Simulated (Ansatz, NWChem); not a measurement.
# CH3Cl3Si (methyltrichlorosilane): a line through the functionals

The species is CH3Cl3Si (8 atoms), meant as a singlet with charge 0. As SMILES, `C[Si](Cl)(Cl)Cl`. The coordinates come from a PBE0-D4/def2-TZVP relaxation.

The HOMO–LUMO gap y, in eV, basis cc-pVDZ; a is the functional's share of exact exchange. Programs: Ansatz 0.2.0, NWChem 7.3.0.

| functional | program | a | y (eV) |
| --- | --- | --- | --- |
| BLYP | Ansatz | 0 | 6.99 |
| TPSS | NWChem | 0 | 7.41 |
| B3LYP | Ansatz | 0.2 | 8.95 |
| PBE0 | Ansatz | 0.25 | ? |
| r2SCAN0 | Ansatz | 0.25 | 9.99 |
| BHLYP | Ansatz | 0.5 | 11.91 |

Fit y = c + s·a to the known rows and predict PBE0.


1. Means of the 5 rows: a = 0.1900, y = 9.050.
2. Σ(Δa)² = 0.172, Σ(Δa·Δy) = 1.645, so the slope is 1.645/0.172 = 9.564.
3. Intercept: 9.050 − (9.564) × 0.1900 = 7.233. The largest residual of the fit is 0.37.
4. PBE0: 7.233 + (9.564) × 0.25 = 9.62 eV.

The run gave 9.51 eV, so the prediction is off by +0.11 eV, within the scatter of the fit. Exact exchange lowers occupied levels and raises empty ones. The rows mix families of semi-local functionals, which the line can't see.
